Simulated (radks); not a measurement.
Removal energies from neutral erbium, [Xe] 4f12 6s2, by Delta-SCF beside the eigenvalue of the level emptied. All-electron calculation, scalar-relativistic Kohn-Sham, BLYP, spin-polarised, spherical densities, finite nucleus; Fermi nuclear charge, rms radius of each element as measured or else 0.836 A^(1/3) + 0.57 fm. Program: a radial shooting solver on a logarithmic mesh with Libxc functionals. Open shells are filled with parallel spins first.

[
 {"removed from": "6s", "final configuration": "[Xe] 4f12 6s1", "Delta-SCF (eV)": "6.184", "-eigenvalue (eV)": "3.695"},
 {"removed from": "4f", "final configuration": "[Xe] 4f11 6s2", "Delta-SCF (eV)": "9.128", "-eigenvalue (eV)": "2.130"},
 {"removed from": "5p", "final configuration": "[Kr] 4d10 4f12 5s2 5p5 6s2", "Delta-SCF (eV)": "31.082", "-eigenvalue (eV)": "25.863"},
 {"removed from": "5s", "final configuration": "[Kr] 4d10 4f12 5s1 5p6 6s2", "Delta-SCF (eV)": "56.968", "-eigenvalue (eV)": "51.198"}
]
